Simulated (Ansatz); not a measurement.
This geometry of BGaH4 (6 atoms, charge 0, multiplicity 1) is a first-order saddle point.

Computed with Ansatz 0.2.0, RKS BHLYP/def2-SVP.

```xyz
6
Properties=species:S:1:pos:R:3
B 0.042 -0.999 0.054
Ga -0.374 0.853 -0.487
H -0.529 -1.437 1.013
H 1.056 -1.506 -0.333
H -0.862 2.196 -1.068
H 0.708 0.830 0.775
```

Question: Which two structures does it join? (They come from a converged band through this point; their orientation in space is the band's.)

Answer: Bonds broken: Ga2–H6. Bonds formed: B1–H6.

Initial state:

```xyz
6
Properties=species:S:1:pos:R:3
B 0.052 -1.115 0.028
Ga -0.034 0.963 -0.040
H -0.701 -1.763 0.702
H 0.859 -1.741 -0.604
H -0.928 1.729 -1.082
H 0.793 1.863 0.949
```

Final state:

```xyz
6
Properties=species:S:1:pos:R:3
B 0.389 -0.592 0.423
Ga -0.549 0.875 -0.672
H -0.558 -1.194 0.892
H 1.026 -1.202 -0.410
H -1.311 2.007 -1.503
H 1.045 0.041 1.223
```

Question: How far does it lie above each of them?

Answer: 0.43 eV above the first and 0.85 eV above the second. This is the barrier of this one path; another mechanism may lie lower. The orbitals stay closed-shell, which can raise the energy where a bond breaks towards radicals; this wasn't checked here.

The run took 2.6 min on 1 thread of Arm Neoverse V2 (shared host), peak memory 0.12 GiB.
